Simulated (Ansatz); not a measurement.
Species: BClF, charge 0, doublet. BClF (SMILES F[B]Cl, doublet).
B3LYP-D3(BJ)/def2-TZVP minimum from Ansatz (a first-principles code):
```
B
F 1 1.3038
Cl 1 1.7458 2 122.88
```
Charge 0, spin multiplicity 2.

Total energies in hartree (Ansatz). Open shells are spin-unrestricted; no spin-orbit coupling. Correlated methods leave the cores frozen. No relativity. Where a partner has so few electrons that a lower coupled-cluster level is exact, that level stands in.

| species | HF/cc-pV(T+d)Z | CCSD(T)/cc-pV(T+d)Z | HF/cc-pV(Q+d)Z | CCSD(T)/cc-pV(Q+d)Z | CCSDT(Q)/cc-pV(T+d)Z |
|---|---|---|---|---|---|
| 1: BClF (SMILES F[B]Cl, doublet) | -583.72856 | -584.27554 | -583.74222 | -584.33652 | -584.27720 |
| 2: B (doublet) | -24.53207 | -24.59810 | -24.53297 | -24.60084 | -24.59852 |
| 3: F (doublet) | -99.40552 | -99.62036 | -99.41377 | -99.65026 | -99.62061 |
| 4: Cl (doublet) | -459.48556 | -459.67356 | -459.48916 | -459.69449 | -459.67440 |

Task: Work out the atomisation energy (electronic, to ground-state atoms) in kJ/mol: take Hartree-Fock from cc-pV(Q+d)Z, extrapolate the CCSD(T) correlation energy as X^-3 (X = 3, 4), and add CCSDT(Q) - CCSD(T) in cc-pV(T+d)Z. 1 hartree = 2625.5 kJ/mol.

Result: 
Species 1: correlation (64·(-0.59430) - 27·(-0.54698))/37 = -0.62883; step -0.00166; E1 = -583.74222 + (-0.62883) + (-0.00166) = -584.37271
Species 2: correlation (64·(-0.06787) - 27·(-0.06603))/37 = -0.06921; step -0.00042; E2 = -24.53297 + (-0.06921) + (-0.00042) = -24.60260
Species 3: correlation (64·(-0.23649) - 27·(-0.21484))/37 = -0.25229; step -0.00025; E3 = -99.41377 + (-0.25229) + (-0.00025) = -99.66631
Species 4: correlation (64·(-0.20533) - 27·(-0.18800))/37 = -0.21798; step -0.00084; E4 = -459.48916 + (-0.21798) + (-0.00084) = -459.70798
-1·E1 +1·E2 +1·E3 +1·E4 = 0.39582 hartree = 1039.2 kJ/mol.
